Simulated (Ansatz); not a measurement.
Energy difference R1 → P1 + P2, each structure at its B3LYP-D3(BJ)/def2-TZVP stationary point, reached from a drawn start (curvature not checked).
R1, F4Re (SMILES [F][Re]([F])([F])[F]) (charge 0, multiplicity 4):
```xyz
5

Re    -0.00003    -0.00002     0.00000
F      0.89908     0.85907     1.40065
F      0.85475    -0.87564    -1.41806
F     -0.88237     0.89519    -1.38862
F     -0.87144    -0.87859     1.40603
```
P1, F3Re (SMILES [F][Re]([F])[F]) (charge 0, multiplicity 5):
```xyz
4

Re    -0.10896     0.19616    -0.00033
F      1.68532    -0.40104    -0.00660
F     -1.02764     1.84786    -0.00320
F     -0.54862    -1.64298     0.01022
```
P2: F atom, charge 0, multiplicity 2.

P less R. No zero-point or thermal terms; open shells are unrestricted; no spin–orbit coupling. The spin states of the d-block species are the ones drawn and need not be the lowest.

Correlated levels freeze the cores.

Codes used: Ansatz (an electronic-structure program). All values are computed, each at the level named. Elements past Kr take the def2 small-core potentials, without spin–orbit coupling.

Total energies in hartree:

```tsv
structure	PBE/def2-TZVPP	PBE0/def2-TZVPP	CCSD(T)/def2-TZVPP
R1	-477.627118	-477.550152	-476.822915
P1	-377.779189	-377.715732	-377.044336
P2	-99.669123	-99.676173	-99.625056
```

**Question.** Work out the reaction energy at each level in eV (1 hartree = 27.21139 eV), and say how far PBE/def2-TZVPP lies from CCSD(T)/def2-TZVPP.

**Answer.** 
- PBE/def2-TZVPP: (-377.779189) + (-99.669123) − (-477.627118) = 0.178806 hartree = 4.866 eV
- PBE0/def2-TZVPP: (-377.715732) + (-99.676173) − (-477.550152) = 0.158247 hartree = 4.306 eV
- CCSD(T)/def2-TZVPP: (-377.044336) + (-99.625056) − (-476.822915) = 0.153523 hartree = 4.178 eV
PBE/def2-TZVPP less CCSD(T)/def2-TZVPP: 0.688 eV. CCSD(T)/def2-TZVPP is the level counted from, the highest shown, and no exact or measured value.
